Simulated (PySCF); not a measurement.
# C9H7: g tensor and hyperfine couplings

Compound: C9H7 (doublet state).
Cartesian coordinates in Å at the GFN2-xTB level; atoms count from 1:
```
atom  x, y, z in Å
C1     4.976    0.323    1.298
C2     4.123    0.328    0.443
C3     3.152    0.339   -0.549
C4     1.839    0.173   -0.279
C5     0.644    0.023   -0.025
C6    -0.689   -0.141    0.248
C7    -1.667   -0.118   -0.706
C8    -3.050   -0.286   -0.411
C9    -4.018   -0.255   -1.337
H10    5.716    0.319    2.041
H11    3.475    0.488   -1.572
H12   -0.961   -0.295    1.287
H13   -1.390    0.038   -1.740
H14   -3.309   -0.444    0.629
H15   -5.055   -0.385   -1.081
H16   -3.794   -0.097   -2.379
```

The hyperfine couplings belong to this conformer and change with its torsions.

Identity: `C#C[CH]C#C/C=C/C=C` [radical].

Computed with UKS B3LYP, pcH-1 on C H, non-relativistic, mean-field spin-orbit, GIAO in PySCF 2.14.0. Geometry: GFN2-xTB, one conformer, isolated molecule. A GFN2-xTB geometry isn't a minimum of the functional, and hyperfine couplings can be far from their values at a DFT geometry. The SCF solution wasn't tested for stability. ⟨S²⟩ is 0.807 where a pure state has 0.75.

- g1, g2, g3: 2.00218, 2.00289, 2.00305
- g_iso: 2.00271
- Form of g: rhombic: the two nearest values differ by 19 % of g3 − g1
- ⟨S²⟩: 0.8071 (exact 0.7500)
- α and β electrons: 31, 30
- HOMO–LUMO gap, α and β orbitals: 3.73, 3.41 eV

Hyperfine couplings atom by atom, in MHz; T1 to T3 are the principal values of the dipolar part; ρ(0) is the spin density at the nucleus:

```tsv
atom	isotope	a_iso	T1	T2	T3	Mulliken spin population	ρ(0) (bohr⁻³)
C1	13C	24.6	-25.3	-18.6	43.9	0.31	0.0219
C2	13C	-43.2	-13.4	-0.1	13.5	-0.16	-0.0384
C3	13C	42.9	-39.3	-38.3	77.6	0.48	0.0382
C4	13C	-48.6	-20.5	1.8	18.7	-0.21	-0.0433
C5	13C	36.3	-31.8	-21.4	53.2	0.36	0.0323
C6	13C	-32.2	-25.7	11.4	14.4	-0.20	-0.0286
C7	13C	33.7	-26.1	-25.5	51.7	0.33	0.0299
C8	13C	-23.8	-16.3	6.9	9.4	-0.14	-0.0211
C9	13C	22.6	-21.3	-20.2	41.5	0.28	0.0201
H10	1H	-23.6	-11.1	-1.0	12.1	-0.01	-0.0053
H11	1H	-37.0	-17.2	-0.7	17.8	-0.02	-0.0083
H12	1H	13.5	-3.3	-2.6	5.9	0.01	0.0030
H13	1H	-20.4	-9.0	-1.7	10.7	-0.01	-0.0046
H14	1H	6.7	-2.2	-1.4	3.6	0.00	0.0015
H15	1H	-17.5	-10.3	-0.2	10.5	-0.01	-0.0039
H16	1H	-16.6	-8.3	-0.9	9.2	-0.01	-0.0037
```

The largest Mulliken spin populations are on C3 (+0.48), C5 (+0.36), C7 (+0.33) and C1 (+0.31). Five atoms exceed +0.15. The positive populations add up to 1.78 and the negative ones to -0.78, together 2S = 1.

C3, the radical centre as drawn in `C#C[CH]C#C/C=C/C=C`, holds a spin population of +0.48 out of 1.

Axes: g1 is normal to the molecular plane and g2 points within 4° of the C3–H11 bond.

Under fast tumbling the dipolar parts average out, and these isotropic splittings remain (the largest six): 1 × 1H (H11, I = 1/2, 2 lines) with 1.32 mT, 1 × 1H (H10, I = 1/2, 2 lines) with 0.84 mT, 1 × 1H (H13, I = 1/2, 2 lines) with 0.73 mT, 1 × 1H (H15, I = 1/2, 2 lines) with 0.62 mT, 1 × 1H (H16, I = 1/2, 2 lines) with 0.59 mT and 1 × 1H (H12, I = 1/2, 2 lines) with 0.48 mT.

The 13C coupling of C4 (-48.6 MHz) shows only in satellite lines or after enrichment, since that isotope makes up about 1.07 % of natural carbon.

The spin density at the nucleus, in bohr⁻³, is negative for C4 (-0.0433), C2 (-0.0384) and C6 (-0.0286), for instance. A restricted open-shell determinant has no negative spin density anywhere; here it arises because α and β orbitals differ (spin polarisation).
